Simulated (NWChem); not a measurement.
Basis-set convergence for HClSi

```xyz
3

Si    -0.7524    -0.8218     0.0000
H      0.3237    -1.9221     0.0000
Cl     0.6005     0.7898     0.0000
```
Charge 0, spin multiplicity 1.

Everything below was run with NWChem. All single points use one geometry, from B3LYP/def2-SVP, a minimum by its harmonic frequencies.

Quantity: vertical ionisation energy at the level ΔB3LYP (Δ: difference of total energies, the cation a doublet at the parent's geometry with its hole in an orbital of symmetry a' (Cs labels); it is the state that the SCF runs reached, from PBE0 orbitals for Hartree-Fock references, and need not be the lowest).

B3LYP has NWChem's definition, with VWN1-RPA local correlation. The Pople sets run with spherical d functions. The structure started from a generated list of species. No SCF solution was tested for a lower state.

Task: In def2-QZVP the value is 9.44 eV. Among STO-3G, 6-31G*, def2-SVP, cc-pVDZ, aug-pcseg-1, def2-TZVP, pcseg-2, def2-TZVPD, cc-pVQZ, which is the smallest basis within 0.2 eV of it?

Result: 6-31G*, with 38 functions against 170 and about 8 % of the time (also within reach: def2-SVP, cc-pVDZ, aug-pcseg-1, def2-TZVP, pcseg-2, def2-TZVPD, cc-pVQZ). def2-QZVP isn't the basis-set limit itself, and a small set can land close by cancellation.

```tsv
basis	functions	vertical ionisation energy (eV)
STO-3G	19	7.65
6-31G*	38	9.48
def2-SVP	41	9.38
cc-pVDZ	41	9.42
aug-pcseg-1	63	9.47
def2-TZVP	80	9.43
pcseg-2	82	9.47
def2-TZVPD	98	9.44
cc-pVQZ	148	9.44
def2-QZVP	170	9.44
```
